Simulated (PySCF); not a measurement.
CH5F3Si2, SMILES [SiH3]C([SiH2]F)(F)F.

Geometry: TPSSh-D3(BJ)/def2-SVP. The structure was generated by enumeration, and PubChem lists no compound with its InChIKey, so it may never have been made. Other conformers were not sampled.

Calculation: TDA-B3LYP/def2-SVPD in PySCF 2.14.0.

Vertical excitations. Isolated molecule, no solvent.

| state | energy (eV) | λ (nm) | f | main pairs |
|---|---|---|---|---|
| S1 | 6.11 | 203 | 0.015 | HOMO→LUMO 99 % |
| S2 | 7.04 | 176 | 0.000 | HOMO→LUMO+2 97 % |
| S3 | 7.14 | 174 | 0.061 | HOMO→LUMO+1 97 % |
| S4 | 7.69 | 161 | 0.160 | HOMO→LUMO+3 95 % |
| S5 | 7.71 | 161 | 0.003 | HOMO−1→LUMO 94 % |
| S6 | 8.14 | 152 | 0.048 | HOMO→LUMO+4 86 % |
| S7 | 8.16 | 152 | 0.001 | HOMO−3→LUMO 93 % |
| S8 | 8.22 | 151 | 0.026 | HOMO−2→LUMO 60 %, HOMO−4→LUMO 19 % |
| S9 | 8.34 | 149 | 0.002 | HOMO→LUMO+5 86 % |
| S10 | 8.37 | 148 | 0.000 | HOMO→LUMO+6 94 % |
| T1 | 5.64 | 220 | 0 | HOMO→LUMO 97 % |
| T2 | 6.50 | 191 | 0 | HOMO→LUMO+2 95 % |
| T3 | 6.75 | 184 | 0 | HOMO→LUMO+1 92 % |
| T4 | 7.30 | 170 | 0 | HOMO−1→LUMO 88 % |
Triplets are in the Tamm–Dancoff approximation.
